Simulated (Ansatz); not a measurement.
`[F][GeH2][CH2][SiH3]` + `OC(O)=S` → `OC(=S)OC[SiH3]` + `[F][GeH3]`  (substitution at a C–Ge bond)

Computed with Ansatz on PBE0-D4/def2-TZVP structures; ΔE is electronic, products minus reactants. CBS: MP2 limit from def2 TZ/QZ plus the TZ coupled-cluster correction, frozen cores. DFT in def2-TZVPP. For Ge outer-core shells are correlated without core-valence functions, which leaves a few kJ/mol of doubt a bond. Scalar relativity is left out up to krypton. One conformer a species, not always the lowest.

| level | ΔE (eV) |
| --- | --- |
| PBE-D4 | 1.05 |
| ωB97M-V | 1.08 |
| B2PLYP | 1.04 |
| SCS-MP2/def2-TZVPP | 1.10 |

**Question.** What does CCSD(T)/CBS give? (An estimate is asked.)

**Answer.** The calculation gave: +1.13 eV. The listed levels differ from it by -0.08, -0.05, -0.09, -0.03 eV.

Largest T1 diagnostic among the species: 0.016.

From PBE to PBE0 (25 % exact exchange), in def2-TZVPP and without D4, ΔE moves by +0.05 eV. In def2-TZVPP, CCSD(T) changes the Hartree–Fock value by +0.12 eV (the triples alone add −0.00 eV) and MP2 by +0.20 eV.
